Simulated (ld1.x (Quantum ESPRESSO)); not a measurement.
**Transferability test, RRKJ potential for indium**

* Element: indium
* Generator: ld1.x (Quantum ESPRESSO) 7.5
* Type: norm-conserving RRKJ (Kleinman–Bylander form)
* Functional: PW91
* Relativity: scalar-relativistic
* Frozen core: [Kr] 4d10
* Valence charge: 3
* Reference configuration: 5s1 5p0 (charge +2)
* Partial waves: 5p (bound, empty): rc 1.95 bohr; 5s (bound): rc 1.75 bohr
* Local potential: the s channel
* Core correction: none

Energies are relative to the spin-unpolarised reference configuration 5s1 5p0; without spin polarisation the order of configurations can differ from experiment.

**Question.** Give the all-electron excitation energy and the error of the potential for: 5s2 5p1; 5s2 5p0; 5s2 5p0.5; 5s0 5p3; 5s1 5p2; 5s2 5p1.3; 5s1 5p1.

**Answer.**

```json
{"valence configuration": "5s2 5p1", "charge": "0", "ΔE all-electron (eV)": "-24.743", "error AE − PS (meV)": "+377"}
{"valence configuration": "5s2 5p0", "charge": "+1", "ΔE all-electron (eV)": "-19.324", "error AE − PS (meV)": "+169"}
{"valence configuration": "5s2 5p0.5", "charge": "+0.5", "ΔE all-electron (eV)": "-22.779", "error AE − PS (meV)": "+276"}
{"valence configuration": "5s0 5p3", "charge": "0", "ΔE all-electron (eV)": "-12.734", "error AE − PS (meV)": "+498"}
{"valence configuration": "5s1 5p2", "charge": "0", "ΔE all-electron (eV)": "-18.870", "error AE − PS (meV)": "+395"}
{"valence configuration": "5s2 5p1.3", "charge": "-0.3", "ΔE all-electron (eV)": "-25.286", "error AE − PS (meV)": "+424"}
{"valence configuration": "5s1 5p1", "charge": "+1", "ΔE all-electron (eV)": "-12.702", "error AE − PS (meV)": "+172"}
```

Levels in the configuration 5s2 5p1:

| level | all-electron (eV) | pseudo (eV) |
| --- | --- | --- |
| 5s | -8.286 | -8.477 |
| 5p | -2.558 | -2.736 |

ld1.x printed “convergence not achieved” for 6 of the counted tests; their residual had stalled under 1e-8, short of the target of 1e-14.
